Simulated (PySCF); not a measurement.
PSe: a base run and its variants

Base input, run as `python input.py` with PySCF 2.14:

```python
from pyscf import gto, dft

mol = gto.M(
    atom='P 0 0 0; Se 0 0 1.962',
    basis='6-31g*',
    charge=0,
    spin=3,
    symmetry=True,
    verbose=4,
)
mf = dft.UKS(mol, xc='b3lyp')
mf.kernel()
mf.analyze()
print('orbital energies (hartree):', [e[max(0, n-3):n+3].round(4) for e, n in zip(mf.mo_energy, mol.nelec)])
```

Base result: E(SCF) = -2742.494176 Eh, 12 cycles, ⟨S²⟩ = 3.756, μz(SCF) = -0.52 D. The bond length is a typed value, not an optimised one. No search for the lowest solution was made.

Wall time 6.6 s on one thread of a shared host.

Each row names what differs from the base; energies in brackets are changes from the base.

```tsv
change	result
cycle limit: 50 → 5	not converged: SCF after 5 cycles
DIIS space: default → 12	E(SCF) = -2742.494176 Eh (+0.0000 eV), 12 cycles, ⟨S²⟩ = 3.756, μz(SCF) = -0.52 D
step after the SCF: analyze → gradient	E(SCF) = -2742.494176 Eh (+0.0000 eV), 12 cycles, ⟨S²⟩ = 3.756, μz(SCF) = -0.52 D, gradient on the second atom -0.1059 Eh/bohr
PCM solvent, dielectric constant: none → 2.27	E(SCF) = -2742.495303 Eh (-0.0307 eV), 12 cycles, ⟨S²⟩ = 3.756, μz(SCF) = -0.69 D
integration grid: default → 0 [unsound on purpose]	not converged: SCF after 50 cycles
geometry: bond 1.962 → bond 1.825	E(SCF) = -2742.450429 Eh (+1.1904 eV), 10 cycles, ⟨S²⟩ = 3.756, μz(SCF) = -0.43 D
basis set: 6-31g* → x2c-svpall; spin-free X2C: off → on	E(SCF) = -2771.433860 Eh, 12 cycles, ⟨S²⟩ = 3.756, μz(SCF) = -0.42 D
integration grid: default → (20, 50) [unsound on purpose]	not converged: SCF after 50 cycles
functional: b3lyp → b3pw91	E(SCF) = -2742.427593 Eh, 11 cycles, ⟨S²⟩ = 3.757, μz(SCF) = -0.61 D
Cartesian functions: off → on [may be another electronic state]	E(SCF) = -2742.519845 Eh (-0.6985 eV), 9 cycles, ⟨S²⟩ = 3.756, μz(SCF) = 0.98 D
basis set: 6-31g* → pcseg-1	E(SCF) = -2742.530919 Eh (-0.9998 eV), 10 cycles, ⟨S²⟩ = 3.757, μz(SCF) = -0.39 D
functional: b3lyp → lc_wpbe	E(SCF) = -2741.998268 Eh, 12 cycles, ⟨S²⟩ = 3.765, μz(SCF) = -0.95 D
step after the SCF: analyze → polarizability	E(SCF) = -2742.494176 Eh (+0.0000 eV), 12 cycles, ⟨S²⟩ = 3.756, μz(SCF) = -0.52 D, α(xx, yy, zz) = 11.7, 11.7, 62.2 bohr³
density fitting: none → weigend [this fitting set is unfit for the basis or for exact exchange; a fit set errs by some meV]	E(SCF) = -2737.357322 Eh, 11 cycles, ⟨S²⟩ = 3.756, μz(SCF) = -0.54 D
geometry: bond 1.962 → bond 0.5 [unsound on purpose]	not converged: SCF after 50 cycles
integration grid: default → 1	not converged: SCF after 50 cycles
functional: b3lyp → 0.5*hf+0.5*b88,lyp	E(SCF) = -2742.429535 Eh, 11 cycles, ⟨S²⟩ = 3.762, μz(SCF) = -0.78 D
length unit: angstrom → bohr [unsound on purpose]	E(SCF) = -2739.337442 Eh (+85.8991 eV), 9 cycles, ⟨S²⟩ = 3.753, μz(SCF) = 0.34 D
functional: b3lyp → hse06	E(SCF) = -2742.037386 Eh, 12 cycles, ⟨S²⟩ = 3.758, μz(SCF) = -0.65 D
```

Q: Order these changes by how far they move the SCF energy from the base, largest first: (1) Cartesian functions: off → on; (2) PCM solvent, dielectric constant: none → 2.27; (3) geometry: bond 1.962 → bond 1.825.

A: (3) +1.1904 eV, (1) -0.6985 eV, (2) -0.0307 eV.
